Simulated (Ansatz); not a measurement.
`O[SiH](O)[SiH3]` + `OCS[SiH3]` → `[SiH3]OCS[SiH3]` + `O[SiH2]O`  (cleavage of the Si–Si bond)

Program: Ansatz. Geometries: PBE0-D4/def2-TZVP. ΔE: electronic, gas phase. CCSD(T)/CBS is the MP2 limit (def2-TZVPP, def2-QZVPP) plus CCSD(T) − MP2 in def2-TZVPP, frozen cores. This one scheme is used for every species. Functionals use def2-TZVPP. One conformer a species, not always the lowest.

```csv
level,ΔE (kJ/mol)
B97M-V,-84.6
CCSD/def2-TZVPP,-97.6
```

Task: What does CCSD(T)/CBS give? (An estimate is asked.)

Result: Ansatz gave: -93.3 kJ/mol. The listed levels differ from it by 8.7, -4.3 kJ/mol.

Largest T1 diagnostic among the species: 0.013.

From BLYP to BHLYP (50 % exact exchange), in def2-TZVPP and without D4, ΔE moves by −18.9 kJ/mol. Leaving LDA and LC-ωPBE aside and taking each functional with its dispersion term where it has one, the values, not all of them listed here, spread over 38.1 kJ/mol, from BHLYP-D4 to PBE-D4. LDA lies −3.9 kJ/mol from PBE without D4.
